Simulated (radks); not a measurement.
Fractional charge and spin in the 5d shell of thallium: the spin-up occupation runs from 4 to 5 and the spin-down occupation from 4 to 5; the fullest corner is Tl+, [Xe] 4f14 6s2 5d(up 5, down 5). All-electron calculation, scalar-relativistic Kohn-Sham, PBEsol, spin-polarised, spherical densities, finite nucleus; Fermi nuclear charge, rms radius of each element as measured or else 0.836 A^(1/3) + 0.57 fm. Program: a radial shooting solver on a logarithmic mesh with Libxc functionals. Energy (eV) above the fullest corner. The planes named below are the two flat planes that join the four corners, with an edge along up + down = one added electron.

down \ up,4,4.25,4.5,4.75,5
4,72.771,60.541,49.215,38.778,29.214
4.25,60.541,49.259,38.865,29.343,20.677
4.5,49.215,38.865,29.386,20.761,12.974
4.75,38.778,29.343,20.761,13.015,6.088
5,29.214,20.677,12.974,6.088,0.000

Corners above the fullest one (they belong to Tl2+ and the next ion): (up 5, down 4) 29.214 eV, (up 4, down 5) 29.214 eV, (up 4, down 4) 72.771 eV. With half an added electron in each spin the energy lies 0.172 eV from the planes, and with half an added electron in spin up alone -1.778 eV. The planes are only a guide here: the flat-plane condition holds for ground states with one frontier orbital, while this shell lies below other occupied shells, so the corners above the fullest one are inner-hole states and not the ground states of those ions.
